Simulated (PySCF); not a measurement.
# Where the electron goes

C6H8OSi.
Z-matrix (Å and degrees, PBE0-D3(BJ)/def2-SVP geometry), rows numbered from 1:
```
Si
O   1  1.6779
C   2  1.3530  1  128.57
C   3  1.3991  2  117.65  1   178.16
C   4  1.3906  3  119.96  2  -179.99
C   5  1.3960  4  120.61  3    -0.03
C   6  1.3928  5  119.30  4     0.05
C   7  1.3942  6  120.59  5    -0.01
H   1  1.4936  2  110.62  3   -59.94
H   1  1.4853  2  105.04  3  -179.39
H   1  1.4934  2  110.75  3    61.11
H   4  1.0915  3  118.41  2    -0.07
H   5  1.0928  4  119.37  3   179.96
H   6  1.0919  5  120.37  4  -179.95
H   7  1.0927  6  120.15  5  -180.00
H   8  1.0937  3  120.27  2    -0.02
```

Theory: PySCF 2.14.0, density-fitted response routines, TDDFT PBE0/def2-SVPD, vertical, gas phase, core orbitals frozen in the response.

Frontier orbitals with the atoms that hold most of them (Löwdin shares over 4%, at most four atoms; ? is withheld):

| orbital | ε (eV) | atoms |
| --- | --- | --- |
| HOMO-3 | -9.40 | Si1 22%, O2 19%, H9 15%, H11 13% |
| HOMO-2 | -9.11 | O2 31%, Si1 13%, C3 9%, C8 8% |
| HOMO-1 | -7.42 | ? |
| HOMO | -6.69 | C6 21%, O2 18%, C3 17%, C4 12% |
| LUMO | -0.36 | ? |
| LUMO+1 | -0.04 | C6 21%, C3 21%, C5 12%, C7 11% |
| LUMO+2 | 0.16 | Si1 42%, H11 13%, H9 13%, H10 12% |

Q: Which atoms hold the HOMO-1, and with what shares?

A: C8 (bonded to 2 C and H) 22%; C5 (bonded to 2 C and H) 21%; C4 (bonded to 2 C and H) 20%; C7 (bonded to 2 C and H) 19%.

Q: Which atoms hold the LUMO, and with what shares?

A: C7 (bonded to 2 C and H) 19%; C4 (bonded to 2 C and H) 19%; C5 (bonded to 2 C and H) 18%; C8 (bonded to 2 C and H) 17%.

Q: The HOMO–LUMO gap is 6.32 eV. Where does the response calculation put the lowest singlet, and from which orbitals?

A: S1 is at 5.20 eV (f = 0.022), 1.13 eV below the gap, made of HOMO→LUMO (77%), HOMO-1→LUMO+1 (22%). Without the coupling terms of the response equations the lowest excitation would equal the gap.

Q: Give energy, strength and leading configuration of S1, S3, S7 and S8, and follow the Löwdin shares of the leading atoms from the occupied to the empty orbital.

A: 
- S1 (5.20 eV, f 0.022), HOMO→LUMO (77%): C6 21% → at most 18%, O2 18% → at most 18%, C7 at most 12% → 19%, C4 12% → 19%
- S3 (5.91 eV, f 0.093), HOMO→LUMO+1 (75%): C6 21% → 21%, O2 18% → at most 11%, C3 17% → 21%
- S7 (6.85 eV, f 0.699), HOMO-1→LUMO (70%): C8 22% → 17%, C5 21% → 18%, C7 19% → 19%, C4 20% → 19%
- S8 (6.89 eV, f 0.338), HOMO-1→LUMO+1 (71%): C8 22% → at most 11%, C5 21% → 12%, C6 at most 19% → 21%, C3 at most 19% → 21%

One conformer stands for the species.
